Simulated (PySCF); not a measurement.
## Basis and Hamiltonian dependence of the ionisation energy of Si⁺

Si⁺ [Ne] 3s2 3p1 (2P) → Si²⁺ [Ne] 3s2 (1S). All values are computed (PySCF 2.14, energy differences of UHF-based or UKS calculations, no spin-orbit coupling). Values in eV.

| basis | Hamiltonian | functions | UHF | LDA | PBE0 | MP2 (valence) | CCSD(T) (valence) | CCSD(T) (valence and next inner shell) |
| --- | --- | --- | --- | --- | --- | --- | --- | --- |
| x2c-SVPall | spin-free X2C | 18 | 15.789 | n/a | 16.412 | 15.950 | 16.064 | n/a |
| jorge-DZP-DKH | spin-free X2C | 24 | 15.789 | n/a | n/a | 15.969 | 16.087 | n/a |
| Sapporo-DZP-2012 | spin-free X2C | 27 | 15.833 | n/a | n/a | 16.028 | 16.195 | n/a |
| cc-pV(T+d)Z | non-relativistic | 39 | 15.823 | n/a | n/a | 16.086 | 16.233 | n/a |
| aug-cc-pVTZ-DK | spin-free X2C | 50 | 15.813 | 16.340 | 16.407 | 16.081 | n/a | n/a |
| dyall-av2z | non-relativistic | 50 | 15.786 | 16.325 | 16.389 | 15.970 | 16.091 | n/a |
| aug-cc-pV(T+d)Z with one added diffuse shell each of s, p, d, f type | non-relativistic | 71 | 15.829 | 16.355 | 16.421 | 16.095 | 16.242 | n/a |
| aug-cc-pwCVTZ | non-relativistic | 75 | 15.830 | 16.356 | 16.425 | 16.098 | 16.244 | 16.257 |
| dyall-av3z | spin-free X2C | 84 | 15.831 | 16.356 | 16.421 | 16.097 | 16.237 | n/a |
| aug-cc-pCVTZ-DK with one added diffuse shell each of s, p, d, f type | spin-free X2C | 91 | 15.818 | 16.343 | 16.413 | 16.086 | 16.232 | 16.236 |
| aug-cc-pV(Q+d)Z with one added diffuse shell each of s, p, d, f, g type | non-relativistic | 114 | 15.845 | 16.369 | 16.438 | 16.137 | n/a | n/a |
| aug-cc-pwCVQZ | non-relativistic | 134 | 15.847 | 16.371 | 16.437 | 16.143 | n/a | n/a |
| aug-cc-pCVQZ-DK | spin-free X2C | 134 | 15.835 | 16.358 | 16.425 | 16.131 | n/a | n/a |
| aug-cc-pV(5+d)Z | non-relativistic | 136 | 15.847 | 16.371 | 16.438 | 16.153 | n/a | n/a |

Extrapolation of MP2 (valence) from aug-cc-pwCVTZ and aug-cc-pwCVQZ: the correlation parts are 0.269 and 0.296 eV; with the X⁻³ form and unrounded values, (4³ × 0.296 − 3³ × 0.269)/(4³ − 3³) = 0.316 eV, and adding the Hartree-Fock value 15.847 eV of the larger basis gives 16.163 eV.

Frozen in the all-electron rows: valence: [Ne]; valence and next inner shell: 1s2.

Reference for a calculation without spin-orbit coupling: 16.322 eV (measured, between term centres; NIST).
